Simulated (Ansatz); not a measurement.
Born–Oppenheimer molecular dynamics of F2H5N2OTa (11 atoms, charge 0, multiplicity 1). It starts from a relaxed structure.

These are results of RKS B3LYP-D4/def2-SVP (Ansatz), not measurements.

```yaml
ensemble: NVE (velocity Verlet)
time_step: 1 fs
steps_asked: 150
starting_velocities_drawn_for: 300 K
seed: 764647
```

First frame:

```xyz
11
Properties=species:S:1:pos:R:3
Ta 0.501 -0.073 0.044
O 2.397 -0.235 0.060
H 3.180 -0.300 0.615
N -0.541 0.009 1.741
H -0.994 -0.797 2.167
H -0.847 0.876 2.177
N -0.414 0.014 -1.726
H -0.794 -0.793 -2.214
H -0.644 0.879 -2.209
F 0.465 1.833 0.077
F 0.138 -1.944 0.059
```

How far do the bonds stretch over the last three quarters of this one trajectory? (Pairs bonded in most of those frames.)


| bond | mean (Å) | spread (Å) | shortest | longest |
| --- | --- | --- | --- | --- |
| Ta1–O2 | 1.902 | 0.008 | 1.89 | 1.92 |
| Ta1–N4 | 2.000 | 0.036 | 1.94 | 2.05 |
| Ta1–N7 | 1.990 | 0.031 | 1.95 | 2.05 |
| Ta1–F10 | 1.910 | 0.021 | 1.88 | 1.94 |
| Ta1–F11 | 1.908 | 0.026 | 1.86 | 1.95 |
| O2–H3 | 0.961 | 0.015 | 0.94 | 0.98 |
| N4–H5 | 1.019 | 0.015 | 1.00 | 1.04 |
| N4–H6 | 1.019 | 0.013 | 1.00 | 1.04 |
| N7–H8 | 1.019 | 0.023 | 0.98 | 1.06 |
| N7–H9 | 1.019 | 0.024 | 0.98 | 1.06 |

Mean temperature of the second half: 149 K. The conserved energy stayed within 0.87 meV per atom of its start (net change 0.77 meV per atom), so the integration is sound. Over the second half the temperature averaged 0.50 of the 300 K drawn at the start: a run that starts near a minimum puts about half its kinetic energy into the potential. A run of 0.15 ps of so small a system gives no equilibrium averages.

The run took 14 min on 2 threads of Arm Neoverse V1, on a shared host, peak memory 0.32 GiB.
